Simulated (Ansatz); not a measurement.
`[O]=[Nb]([OH])([F])[Cl]` from Hartree–Fock to CCSD(T)

Z-matrix (Å, degrees):
```
Nb
O 1 1.874
F 1 1.863 2 110.4
O 1 1.684 2 107.7 3 118.0
Cl 1 2.296 2 110.2 3 -123.8
H 2 0.960 1 130.4 3 -119.7
```

Total charge 0; spin multiplicity 1. Correlated methods include outer-core shells of Nb, which these sets cover unevenly. Nb takes the def2 core potential. All single points use the PBE0-D4/def2-TZVP geometry. It is one conformer, not always the lowest. Frozen core, restricted reference, the Gaussian-basis code of Ansatz.

```
     basis     HF (Eh)  MP2 corr.  CCSD corr.       (T)  CCSD(T) total
  def2-SVP  -765.48818   -1.04270    -1.01785  -0.04124     -766.54727
def2-TZVPP  -765.98859   -1.39535    -1.36539  -0.06906     -767.42304
def2-QZVPP  -766.01741   -1.52339           –         –              –
```
